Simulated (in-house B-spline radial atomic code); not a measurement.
**Binding energies in Sn8+**

NIST's tabulated ground configuration is [Kr] 4d6; each binding energy is the energy of the ion with one electron taken from that subshell, relaxed, less that of the parent. Computed with a B-spline radial code for spherical atoms: Dirac-Hartree-Fock, average of configuration, Fermi nucleus of rms radius 4.6519 fm. Energies include first-order Breit, QED and recoil terms.

| subshell | X-ray name | binding energy (eV) | -ε (eV) | relaxation (eV) |
| --- | --- | --- | --- | --- |
| 1s | K | 29354.5 | 29509.9 | 59.3 |
| 2s | L1 | 4627.1 | 4666.1 | 29.1 |
| 2p1/2 | L2 | 4312.9 | 4355.0 | 32.4 |
| 2p3/2 | L3 | 4085.4 | 4123.4 | 31.3 |
| 3s | M1 | 1039.6 | 1051.1 | 9.8 |
| 3p1/2 | M2 | 912 | 923.6 | 10.2 |
| 3p3/2 | M3 | 869.3 | 880.0 | 9.8 |
| 4s | N1 | 286 | 288.1 | 1.8 |
| 4p1/2 | N2 | 239.5 | 241.4 | 1.7 |
| 4p3/2 | N3 | 231.2 | 232.8 | 1.5 |
| 4d | N4,5 | 159 | 160.2 | 1.2 |

Relaxation = -ε minus the binding energy without Breit, QED and recoil terms.

Emission lines follow as differences of binding energies, with λ = 12398.42 eV·Å / E:

```
 line       holes  energy (eV)  wavelength (Å)
 K-L3  1s → 2p3/2      25269.1         0.49066
 K-L2  1s → 2p1/2      25041.6         0.49511
 K-M3  1s → 3p3/2      28485.2         0.43526
L1-M3  2s → 3p3/2       3757.8          3.2994
L3-M1  2p3/2 → 3s       3045.8          4.0707
```

Question: What screening constant σ does Moseley's law, E = (3/4)·13.6057 eV·(Z - σ)², need for K-L3?

Answer: σ = 0.24.

Moseley's non-relativistic formula needs a falling, then negative, screening constant for heavy elements, because relativity binds the 1s electron more strongly than the formula allows.

Question: What does it cost to remove both a 3s and a 4p1/2 electron?

Answer: 1309.2 eV, which is 30.05 eV more than the two single binding energies together.

Question: What does it cost to remove both a 4p1/2 and a 4d electron?

Answer: 421.69 eV, which is 23.2 eV more than the two single binding energies together.

Question: What does it cost to remove both a 4s and a 4p1/2 electron?

Answer: 548.92 eV, which is 23.42 eV more than the two single binding energies together.
